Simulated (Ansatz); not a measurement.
Start from `CO[SiH](S)Cl` and change one atom or group to get `CN[SiH](Cl)OC`.

Ansatz, PBE0-D4/def2-TZVP geometries, multiplicity 1. Each molecule was computed in one conformer, which needn't be the lowest.

| property | `CO[SiH](S)Cl` |
| --- | --- |
| LUMO energy (PBE0/def2-TZVPP) / eV | 0.12 |
| size of the dipole moment (ωB97M-V/def2-TZVPP) / D | 1.97 |
| HOMO–LUMO gap (PBE/def2-TZVPP) / eV | 5.74 |
| HOMO energy (PBE/def2-TZVPP) / eV | -6.59 |
| size of the dipole moment (B3LYP/def2-TZVPP) / D | 1.96 |
| HOMO–LUMO gap (B3LYP/def2-TZVPP) / eV | 7.45 |

What does the change do to each property? (An estimate is asked.)

Computed: 
```csv
property,`CN[SiH](Cl)OC`,shift
LUMO energy (PBE0/def2-TZVPP) / eV,0.84,0.72
size of the dipole moment (ωB97M-V/def2-TZVPP) / D,1.14,-0.83
HOMO–LUMO gap (PBE/def2-TZVPP) / eV,5.76,0.02
HOMO energy (PBE/def2-TZVPP) / eV,-5.79,0.80
size of the dipole moment (B3LYP/def2-TZVPP) / D,1.15,-0.81
HOMO–LUMO gap (B3LYP/def2-TZVPP) / eV,7.51,0.06
```

Dipoles are sizes alone; their direction can turn.

B3LYP here is the variant with VWN-RPA as its local correlation; programs differ in this.
